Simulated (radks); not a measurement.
Question: All-electron atom: the aluminium ion Al3+ in 1s1 2s2 2p6 3s1 (not the ground configuration). Calculated with a radial shooting solver on a logarithmic mesh with Libxc functionals: Dirac Kohn-Sham, Wu-Cohen GGA, spin-unpolarised, spherical densities, point nucleus.

Spin-orbit splittings of the eigenvalues, e(l+1/2) - e(l-1/2), with zeta = 2 splitting/(2l+1) and mean radii in bohr:

| shell | occ. | splitting (eV) | zeta (eV) | <r> j=l-1/2 | <r> j=l+1/2 |
|---|---|---|---|---|---|
| 2p | 6 | 0.6082 | 0.4055 | 0.5343 | 0.5363 |
| 3p | 0 | ? | ? | 2.050 | 2.054 |

Estimate the 3p splitting.

Answer: 0.06035 eV (zeta = 0.04023 eV).
